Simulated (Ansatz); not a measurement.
## Pulling the pair apart

The pair of K⁺ (SMILES [K+], atom 1) and BCl$_{3}$ (SMILES ClB(Cl)Cl, atoms 2–5), both closed shells, in one local arrangement (a lower one may exist), relaxed at PBE0-D4/def2-TZVP:

K1  (0.087, -0.318, -2.997)
Cl2  (1.067, 1.049, -0.208)
B3  (-0.022, 0.083, 0.777)
Cl4  (-0.072, 0.263, 2.471)
Cl5  (-1.059, -1.076, -0.043)
(Å)

BCl$_{3}$ is shifted rigidly along the line between the mean atom positions of the two fragments (negative: closer). Counterpoise interaction energies in kJ/mol. Computed with Ansatz 0.2.0 (basis: def2-TZVPPD); correlated methods freeze the cores. The outer core shell of Li, Na, Mg and K is correlated. The def2 sets are not built for correlating such inner shells, so the correlated values are less sure here. B3LYP uses VWN-RPA correlation.

| shift (Å) | MP2 | B3LYP-D4 | PBE0-D4 |
| --- | --- | --- | --- |
| -0.33 | -28.6 | -33.3 | -34.0 |
| -0.16 | -35.9 | -40.4 | -40.2 |
| 0.00 | -38.2 | -42.6 | -41.8 |
| 0.16 | -37.5 | -41.9 | -40.7 |
| 0.39 | -34.2 | -38.9 | -37.3 |
| 0.81 | -26.3 | -43.7 | -36.3 |
| 1.63 | -14.8 | -24.7 | -21.1 |
| 3.26 | -5.7 | -7.8 | -7.1 |

(1) What does CCSD(T) give at these shifts? (An estimate is asked for; the value comes from the calculation.)

The T1 diagnostic stays at or below 0.011.

## Answers

(1) By the calculation: -26.3, -34.3, -37.0, -36.7, -33.7, -26.0, -14.7, -5.7 kJ/mol. For zero shift, CCSD(T) at an estimated basis limit (MP2 extrapolated from triple and quadruple zeta, plus CCSD(T) − MP2 in triple zeta) gives -42.0 kJ/mol. These are counterpoise interaction energies, counted from the two frozen fragments.

For scale, one of the runs: CCSD(T)/def2-TZVPPD, 226 basis functions, launched by `ansatz run in.yaml --threads 4 --pin off --events-out ev --progress --plain --max-ram 9574MiB`. Hardware: 4 CPU threads of an Arm Neoverse V1, shared host. Wall time 45 s; peak host memory 2.3 GiB.
